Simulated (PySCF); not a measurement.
# Cs₂Cl⁺: breathing scan

Computed with PBE0/[Cl def2-TZVP, Cs def2-TZVP with ECP46], scalar-relativistic core potentials, density fitting, no spin–orbit coupling, PySCF.

Rigid scan from the singlet minimum (Cl–Cs 3.096 Å (×2); Cs–Cl–Cs 180.0°). Coordinate: all bonds to the central atom scaled together. Energies in kJ/mol from the minimum.

```json
{"scale of all bonds to the centre": "0.88", "E (kJ/mol)": "66.0"}
{"scale of all bonds to the centre": "0.92", "E (kJ/mol)": "25.5"}
{"scale of all bonds to the centre": "0.96", "E (kJ/mol)": "5.8"}
{"scale of all bonds to the centre": "1.00", "E (kJ/mol)": "0.0"}
{"scale of all bonds to the centre": "1.04", "E (kJ/mol)": "3.2"}
{"scale of all bonds to the centre": "1.08", "E (kJ/mol)": "12.2"}
{"scale of all bonds to the centre": "1.14", "E (kJ/mol)": "31.7"}
{"scale of all bonds to the centre": "1.22", "E (kJ/mol)": "62.6"}
{"scale of all bonds to the centre": "1.35", "E (kJ/mol)": "113.7"}
```

At long bonds a restricted determinant can lie too high, and another spin state can fall below this curve.

Other isomers or separated fragments may lie lower.

The scan took 5.6 s on 2 threads of a shared Arm Neoverse V2 host; the process peaked at 0.85 GiB. Launch command: `OMP_NUM_THREADS=2 python axn.py task.json out`.
